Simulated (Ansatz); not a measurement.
Molecule: CH$_{8}$FNSi$_{2}$ (charge 0, singlet). 
Structure (B3LYP-D3(BJ)/def2-TZVP (Ansatz, a program for electronic structure) minimum search):
```
N
H 1 1.0120
Si 1 1.7162 2 114.11
F 3 1.6128 1 111.12 2 89.38
Si 1 1.7339 2 114.90 3 173.44
H 3 1.4775 4 105.63 1 116.36
H 5 1.4781 1 107.66 2 -171.41
H 5 1.4824 7 109.53 1 -121.17
H 5 1.4833 7 109.04 8 -117.53
C 3 1.8549 6 113.42 4 -116.81
H 10 1.0912 3 111.39 6 177.36
H 10 1.0917 11 108.18 3 -122.11
H 10 1.0917 11 107.81 12 -116.87
```
Charge 0, spin multiplicity 1.

Property: vertical triplet-singlet gap (E(triplet) - E(singlet); each state is the SCF solution reached for its spin), in kcal/mol. Cores are frozen in the correlated levels unless marked. UHF or UKS for open shells. No spin-orbit coupling. No relativistic terms. Basis-set limits of correlation are two-point, X^-3; Hartree-Fock from the larger set. The bracket is a focal-point correction in the basis named.

| level | program | vertical triplet-singlet gap (kcal/mol) | minus last row |
|---|---|---|---|
| HF/aug-cc-pV(Q+d)Z | Ansatz | 131.8 | -17.5 |
| r2SCAN/def2-TZVPD | Ansatz | 136.4 | -12.9 |
| B3LYP/def2-TZVPD | Ansatz | 140.3 | -9.0 |
| PBE0/def2-TZVPD | Ansatz | 140.2 | -9.1 |
| wB97X-V/def2-TZVPD | Ansatz | 153.0 | 3.7 |
| MP2/aug-cc-pV(T+d)Z | Ansatz | 157.4 | 8.1 |
| RI-MP2/CBS(aug-cc-pV(T+d)Z,aug-cc-pV(Q+d)Z)+[CCSD(T)-MP2]/aug-cc-pV(T+d)Z | Ansatz | 149.3 | 0.0 |
